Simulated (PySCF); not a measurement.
Some computed properties have been withheld. Give your best values.

Compound: C₈H₉F₂ (doublet state).
Z-matrix (Å and degrees, PBE0-D3(BJ)/def2-SVP geometry), rows numbered from 1:
```
F 
C   1  1.3555
F   2  1.3555  1  107.52
C   2  1.5053  1  109.93  3  -120.03
C   4  1.5507  2  113.84  1   -63.61
C   5  1.5673  4  102.80  2  -126.48
C   6  1.5063  5   99.59  4   -33.92
C   7  1.5064  6   96.78  5    58.22
C   8  1.5190  4  106.44  2    58.43
C   9  1.3413  8  107.37  4    70.13
H   2  1.1043  1  107.95  3   116.48
H   4  1.1019  2  106.10  1    58.28
H   5  1.0994  4  111.00  2   114.59
H   5  1.1014  4  112.88  2    -5.87
H   6  1.0973  5  114.42  4  -161.46
H   7  1.0941  6  125.51  5   -84.84
H   8  1.0963  4  113.76  2   -71.84
H   9  1.0915  8  125.01  4  -104.28
H  10  1.0918  6  124.85  5   103.06
```

```json
{"property": "point group", "level": "PBE0-D3(BJ)/def2-SVP", "value": "?"}
{"property": "rotational constants A, B, C", "level": "PBE0-D3(BJ)/def2-SVP", "value": "?"}
{"property": "dipole moment", "level": "PBE0-D3(BJ)/def2-SVP", "value": "1.82 D"}
{"property": "isotropic g value", "level": "unrestricted B3LYP/IGLO-III on C F, pcH-1 on H, mean-field spin–orbit", "value": "2.00236"}
{"property": "spin squared ⟨S²⟩", "level": "unrestricted B3LYP/IGLO-III on C F, pcH-1 on H", "value": "0.754"}
{"property": "largest isotropic hyperfine couplings (means over sets of like nuclei)", "level": "unrestricted B3LYP/IGLO-III on C F, pcH-1 on H", "value": "?"}
```

Electronic properties: PySCF, gas phase, density fitting.

Question: What are the largest isotropic hyperfine couplings (means over sets of like nuclei)?

Answer: 13C +191.5 (C7), 13C +50.9 (C5), 13C +50.4 (C4), 1H -32.2 (H16), 19F +29.2 (F1) MHz.

Question: Give the rotational constants A, B, C.

Answer: 2.601, 1.057, 0.950 GHz.

Question: Give the point group.

Answer: C1.

At 9.50 GHz, hν = g·μB·B₀ (B₀ the magnetic field) puts the centre of the isotropic spectrum, to first order, at 339.0 mT. g_iso is shifted by about +40 ppm from the free-electron value 2.002319. ⟨S²⟩ is 0.004 above the pure-spin value S(S + 1) = 0.75. The rotational constants make it an asymmetric top with κ = (2B − A − C)/(A − C) = -0.87, nearer the prolate limit (−1).

For the EPR job (B3LYP), time: 4.6 min wall. Hardware: one thread of an x86-64 server, on a shared host.

One conformer stands for the species.
